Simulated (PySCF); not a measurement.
Cl2Hg (SMILES [Cl][Hg][Cl]), singlet, geometry from GFN2-xTB (such geometries of metal compounds can be far from the true shape) (core potentials on Hg); M062X/def2-SVP in PySCF.

PySCF was given this input:
```python
from pyscf import gto, scf, dft

mol = gto.Mole()
mol.atom = '''
    Hg    0.000000    0.000000    0.000000
    Cl    0.000000    0.000000    2.301269
    Cl   -0.000000   -0.000000   -2.301269
'''
mol.basis = 'def2-svp'
mol.ecp = {'Hg': 'def2-svp'}
mol.charge = 0
mol.spin = 0
mol.verbose = 4
mol.build()

mf = dft.RKS(mol)
mf.xc = 'm062x'
mf.init_guess = '1e'
mf = mf.newton()
mf.kernel()
```

The log (banner, timings and long lists left out):

```
PySCF version 2.14.0

[INPUT] verbose = 4
[INPUT] num. atoms = 3
[INPUT] num. electrons = 54
[INPUT] charge = 0
[INPUT] spin (= nelec alpha-beta = 2S) = 0
[INPUT] symmetry False subgroup None
[INPUT] Mole.unit = angstrom
[INPUT] Symbol           X                Y                Z      unit          X                Y                Z       unit  Magmom
[INPUT]  1 Hg     0.000000000000   0.000000000000   0.000000000000 AA    0.000000000000   0.000000000000   0.000000000000 Bohr   0.0
[INPUT]  2 Cl     0.000000000000   0.000000000000   2.301269000000 AA    0.000000000000   0.000000000000   4.348768148952 Bohr   0.0
[INPUT]  3 Cl     0.000000000000   0.000000000000  -2.301269000000 AA    0.000000000000   0.000000000000  -4.348768148952 Bohr   0.0

nuclear repulsion = 189.59391987792
number of shells = 28
number of NR pGTOs = 129
number of NR cGTOs = 68
basis = def2-svp
ecp = {'Hg': 'def2-svp'}

******** <class 'pyscf.soscf.newton_ah.SecondOrderRKS'> ********
method = SecondOrderRKS
initial guess = 1e
damping factor = 0
level_shift factor = 0
DIIS = <class 'pyscf.scf.diis.CDIIS'>
diis_start_cycle = 1
diis_space = 8
diis_damp = 0
SCF conv_tol = 1e-09
SCF conv_tol_grad = None
SCF max_cycles = 50
direct_scf = True
direct_scf_tol = 1e-13
XC library pyscf.dft.libxc version 7.1.2
    S. Lehtola, C. Steigemann, M. J. T. Oliveira, and M. A. L. Marques,  SoftwareX 7, 1–5 (2018)
XC functionals = m062x
    Y. Zhao and D. G. Truhlar,  Theor. Chem. Acc. 120, 215 (2008)
    Y. Zhao and D. G. Truhlar,  Theor. Chem. Acc. 120, 215 (2008)
radial grids:
    Treutler-Ahlrichs [JCP 102, 346 (1995); DOI:10.1063/1.469408] (M4) radial grids

becke partition: Becke, JCP 88, 2547 (1988); DOI:10.1063/1.454033
pruning grids: <function nwchem_prune>
grids dens level: 3
symmetrized grids: False
atomic radii adjust function: <function treutler_atomic_radii_adjust>
small_rho_cutoff = 0
******** <class 'pyscf.dft.rks.RKS'> Newton solver flags ********
SCF tol = 1e-09
conv_tol_grad = None
max. SCF cycles = 50
direct_scf = True
direct_scf_tol = 1e-13
max_cycle_inner = 12
max_stepsize = 0.05
ah_start_tol = 1e+09
ah_level_shift = 0
ah_conv_tol = 1e-12
ah_lindep = 1e-14
ah_start_cycle = 1
ah_max_cycle = 40
ah_grad_trust_region = 2.5
kf_interval = 4
kf_trust_region = 5
canonicalization = True
Set conv_tol_grad to 3.16228e-05
Initial guess from hcore.
  HOMO = -18.6949615084899  LUMO = -18.6341750606684  gap/eV = 1.65408
tot grids = 61504

WARN: HOMO 0.284718307389846 == LUMO 0.284718307389853

Initial guess E= -1064.49743862831  |g|= 4.46368
macro= 0  E= -1071.14093708004  delta_E= -6.6435  |g|= 2.53619  3 KF 15 JK
macro= 1  E= -1072.65643583512  delta_E= -1.5155  |g|= 0.975051  3 KF 15 JK
macro= 2  E= -1073.08920596252  delta_E= -0.43277  |g|= 0.245369  3 KF 11 JK
macro= 3  E= -1073.09310404846  delta_E= -0.00389809  |g|= 9.70467e-05  4 KF 17 JK
macro= 4  E= -1073.093103186  delta_E= 8.62457e-07  |g|= 9.04476e-05  1 KF 5 JK
macro= 5  E= -1073.09310532774  delta_E= -2.14174e-06  |g|= 0.00181528  2 KF 8 JK
macro= 6  E= -1073.09311419475  delta_E= -8.86701e-06  |g|= 0.000806207  3 KF 14 JK
macro= 7  E= -1073.09311488555  delta_E= -6.90801e-07  |g|= 0.000190428  2 KF 8 JK
macro= 8  E= -1073.09311555756  delta_E= -6.72009e-07  |g|= 0.000264266  1 KF 6 JK
macro= 9  E= -1073.09311683526  delta_E= -1.2777e-06  |g|= 0.00123649  3 KF 13 JK
macro= 10  E= -1073.09311736594  delta_E= -5.30684e-07  |g|= 0.000185445  2 KF 14 JK
macro= 11  E= -1073.09311784255  delta_E= -4.76608e-07  |g|= 0.000238809  4 KF 18 JK
macro= 12  E= -1073.09311791604  delta_E= -7.34929e-08  |g|= 3.21084e-05  3 KF 24 JK
macro= 13  E= -1073.09311791605  delta_E= -7.7307e-12  |g|= 9.61652e-06  1 KF 2 JK
Canonicalize SCF orbitals
macro X = 14  E=-1073.09311791605  |g|= 9.61652e-06  total 36 KF 185 JK

WARN: HOMO -0.1801929380925702 > LUMO -0.28599003045422017 was found in the canonicalized orbitals.

converged SCF energy = -1073.09311791605
```
